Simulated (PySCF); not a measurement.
Simulation results for AlH3N

Calculation on a computer-drawn molecule: vertical ionisation energy to the stated ion spin, frozen-core CCSD(T) at the basis limit and cheaper methods, single-reference cases, UHF for radicals, no spin-orbit; all values are single points at the evaluated structure, the first of each entry, which is the reference or a displaced copy of it and isn't optimised; the reference structure only sets the zero of the energies above reference; triples share is (T) over the correlation energy. Program: PySCF 2.14.0.

AlH3N

Evaluated structure:
```xyz
5
AlH3N
N     -0.0352     2.9060     0.9539
Al     0.6977     2.4705    -0.6375
H     -1.0765     3.6370     1.0589
H      0.3412     2.6560     1.8568
H      1.2757     2.1503    -1.9068
```

Reference structure:
```xyz
5
AlH3N
N     -0.0312     2.9083     0.9518
Al     0.6600     2.4755    -0.5486
H     -0.8120     3.5337     1.0761
H      0.2771     2.5788     1.8533
H      1.2822     2.0862    -1.8995
```

Settings of this run: charge 1, multiplicity 1, ion multiplicity 2, diffuse functions no, basis cc-pV(n+d)Z, reference is the Hartree-Fock double-zeta minimum, best is HF at quadruple zeta + MP2 correlation extrapolated from triple and quadruple zeta + CCSD(T) minus MP2 at triple zeta and basis step is the size of the change from the same recipe one zeta lower.

Drawn bonds:
| atom | other atom | order |
| --- | --- | --- |
| 1 | 2 | 1 |
| 1 | 3 | 1 |
| 1 | 4 | 1 |
| 2 | 5 | 1 |

**Q.** What ionisation energy EOM CCSD at triple zeta does the calculation give for AlH3N?
**A.** 15.81 eV

**Q.** AlH3N: total energy CCSD(T) triple zeta?
**A.** -298.1643 hartree

**Q.** Give the missing ion D1 diagnostic at triple zeta for AlH3N.
**A.** 0.02089

Further results for AlH3N:

| Property | Result |
| --- | --- |
| ionisation energy best | 15.98 eV |
| ionisation energy basis step | 0.03297 eV |
| energy above reference best | 27.22 kcal/mol |
| energy above reference basis step | 0.5947 kcal/mol |
| ionisation energy Koopmans at triple zeta | 16.64 eV |
| total energy HF triple zeta | -297.8550 hartree |
| total energy best | -298.2028 hartree |
| T1 diagnostic at triple zeta | 0.01523 |
| D1 diagnostic at triple zeta | 0.04015 |
| ion T1 diagnostic at triple zeta | 0.01084 |
| ion spin squared at triple zeta | 0.7648 |
| triples share at triple zeta | 0.03648 |
| basis functions triple zeta | 111 |

Triple zeta:
| method | ionisation energy (eV) | energy above reference (kcal/mol) |
| --- | --- | --- |
| HF | 14.18 | 32.7 |
| PBE | 15.99 | 24.89 |
| r2SCAN | 15.78 | 27.3 |
| B3LYP | 15.93 | 26.81 |
| wB97X | 15.83 | 28.57 |
| MP2 | 15.95 | 27.28 |
| CCSD | 15.68 | 27.95 |
| CCSD(T) | 15.81 | 27.04 |
